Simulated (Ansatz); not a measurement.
Reactions of Cl2GeH4Sn (`[Cl][SnH]([Cl])[GeH3]`).

Computed with Ansatz on PBE0-D4/def2-TZVP structures; ΔE is electronic, products minus reactants. CCSD(T)/CBS is the MP2 limit (def2-TZVPP, def2-QZVPP) plus CCSD(T) − MP2 in def2-TZVPP, frozen cores. This one scheme is used for every species, atoms too. Open shells (•) are unrestricted, without spin–orbit coupling. Spin–orbit coupling would lower the free atoms: a little for Cl. def2 core potentials past Kr. For Ge, Sn outer-core shells are correlated without core-valence functions, so the limit isn't a true one: a few kJ/mol of doubt a bond, and 10 to 20 or more in all where bonds break to atoms. Scalar relativity is left out up to krypton. Each species was taken in one conformer, which may not be the lowest.

Task: Order these by ΔE at CCSD(T)/CBS, lowest first. (Best estimate.)
A. `[Cl][SnH]([Cl])[GeH3]` + H₂S → `[SH][SnH]([Cl])[Cl]` + GeH₄
B. `[Cl][SnH]([Cl])[GeH3]` → `[Cl][Sn][Cl]` + GeH₄
C. `[Cl][SnH]([Cl])[GeH3]` + H₂ → `[Cl][SnH2][GeH3]` + HCl
D. `[Cl][SnH]([Cl])[GeH3]` + CH₃SH → `C[S][SnH]([Cl])[Cl]` + GeH₄
E. `[Cl][SnH]([Cl])[GeH3]` + `NCS` → `SC[NH][GeH3]` + `[Cl][SnH2][Cl]`
F. `[Cl][SnH]([Cl])[GeH3]` → Cl• + `[Cl][SnH][GeH3]`•
G. `[Cl][SnH]([Cl])[GeH3]` + `OC(F)F` → `FC(F)[O][GeH3]` + `[Cl][SnH2][Cl]`

Result: D (-14.9 kJ/mol), A (-6.1 kJ/mol), B (+15.6 kJ/mol), G (+31.0 kJ/mol), E (+46.5 kJ/mol), C (+79.1 kJ/mol), F (+395.6 kJ/mol).

Largest T1 diagnostic: 0.014, for `[Cl][SnH][GeH3]`•.
